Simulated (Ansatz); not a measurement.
C2H5NSeSi (`C[SiH]1N=C[Se]1`) at its PBE0-D4/def2-TZVP geometry, where that method's forces vanish. Total charge 0; spin multiplicity 1.

```xyz
10

C    -0.3733   -0.7577   -1.4270
Si    0.1979    0.5424   -0.2403
N     1.1848   -0.0448    1.0983
C     0.3776    0.3039    2.0124
Se   -1.2819    1.1584    1.4224
H    -0.8260   -1.5936   -0.8912
H    -1.1100   -0.3453   -2.1206
H     0.4753   -1.1286   -2.0087
H     0.8176    1.6994   -0.9309
H     0.5381    0.1658    3.0856
```

Q: What forces (eV/Å) does PBE-D4/def2-TZVPP give on these atoms in the Gaussian-basis code of Ansatz? (An estimate is asked.)

A: Ansatz gave: 
```
C1   0.007  0.007  0.004
Si2 -0.031  0.047 -0.180
N3   0.816 -0.381 -0.395
C4  -0.281  0.116  0.433
Se5 -0.524  0.254  0.125
H6  -0.087 -0.160  0.096
H7  -0.140  0.071 -0.134
H8   0.157 -0.075 -0.115
H9   0.079  0.137 -0.079
H10  0.004 -0.015  0.244
```
